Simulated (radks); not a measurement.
Polarisabilities and homonuclear dispersion coefficients (atomic units). Level of theory: non-relativistic Kohn-Sham, LB94 model potential, spin-polarised, spherical densities, point nucleus; open shells are filled with parallel spins first (spin-orbit coupling, left out, can overturn this in heavy ions) (a radial shooting solver on a logarithmic mesh with Libxc functionals). Response by self-consistent Sternheimer equations with the Hartree and adiabatic LDA kernel. "Uncoupled" leaves out the induced potential. Quadrupole and octupole values are given only where no p, d or f shell is open. The Sternheimer factor gamma scales a distant field gradient at the nucleus by 1 - gamma.

species      configuration  alpha1 (bohr^3)  alpha1, uncoupled  alpha2 (bohr^5)  alpha3 (bohr^7)     C6     C8  Sternheimer gamma  recommended alpha1
P+            [Ne] 3s2 3p2            14.38              23.10                -                -  73.77      -                  -                   -
In3+             [Kr] 4d10            3.312              4.957            8.655            31.62  14.56  169.3              -21.7                   -
Sb       [Kr] 4d10 5s2 5p3            44.66              69.47                -                -  482.4      -                  -            43 +/- 2
Sr3+     [Ar] 3d10 4s2 4p5            4.609              7.374                -                -  19.21      -                  -                   -
O             [He] 2s2 2p4            5.003              6.097                -                -  14.63      -                  -         5.3 +/- 0.2

Recommended values: Schwerdtfeger and Nagle, table of static dipole polarisabilities (2023 update), measured or computed.

Beside tabulated values, note that relativity, absent from the non-relativistic runs, is large for the heavy elements.
